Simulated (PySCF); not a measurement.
**Working with the constants of SiAg**

M06 constants of SiAg, ²Π (doublet), unpaired electrons π ↑ (PySCF, spin-free X2C with a Gaussian nucleus, basis sets Si x2c-TZVPPall, Ag x2c-TZVPPall; masses 27.9769 and 106.9051 u):

| Quantity | Value |
| --- | --- |
| ωe | 285.3 cm⁻¹ |
| ωexe | 1.14 cm⁻¹ |
| Be | 0.1301 cm⁻¹ |
| αe | 0.000754 cm⁻¹ |
| De to Si + Ag (4d10 5s1) | 2.02 eV |

Task: What force constant and bond length do these constants imply?

Result: Reduced mass μred = 22.174 u; k = 5.8918×10⁻⁷·μred·ωe² (u, cm⁻¹, mdyn/Å) = 1.06 mdyn/Å; Re = √(16.8576/(μred·Be)) (u, cm⁻¹, Å) = 2.417 Å.

Task: Estimate the centrifugal constant D from the Kratzer relation and find the Dunham coefficient a1.

Result: D = 4Be³/ωe² = 1.08e-07 cm⁻¹; a1 = −1 − αeωe/(6Be²) = -3.12.

These are scalar-relativistic numbers at best; spin–orbit coupling would shift them, the dissociation energy most. With d or f electrons several states lie close, and the lowest PBE0 determinant need not be the measured ground state.
